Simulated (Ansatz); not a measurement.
The cluster Te₄. Total charge 0; quintet. Geometry PBE-D4/def2-SVP; atoms count from 1.

```xyz
4

Te   -1.1035   -0.4997    1.6598
Te   -1.7854    0.3975   -0.9390
Te    1.1035    0.4992   -1.6600
Te    1.7854   -0.3970    0.9391
```

In the def2 sets Te takes a core potential; there is no spin–orbit coupling. At PBE0-D4/def2-TZVP a singlet of charge 0 lies 1.85 eV below the quintet, each at its own geometry. The structure comes from a short search, and lower isomers may exist.

**Question.** Estimate the Mulliken populations from the PBE0/def2-TZVP orbitals of Ansatz.

**Answer.** 
| atom | charge (e) | spin (α − β) |
| --- | --- | --- |
| Te1 | 0.00 | 1.00 |
| Te2 | 0.00 | 1.00 |
| Te3 | 0.00 | 1.00 |
| Te4 | 0.00 | 1.00 |
Mulliken values depend strongly on the basis.

**Question.** Where does the spin sit?

**Answer.** Summed by element: Te 4.00, of 4 unpaired in all. Largest on single atoms: Te1 1.00, Te3 1.00, Te2 1.00.

**Question.** And the Mayer bond orders between heavy atoms (over 0.3)?

**Answer.** Te1–Te2 1.35 (2.83 Å); Te1–Te4 0.84 (2.98 Å); Te2–Te3 0.84 (2.98 Å); Te3–Te4 1.35 (2.83 Å).
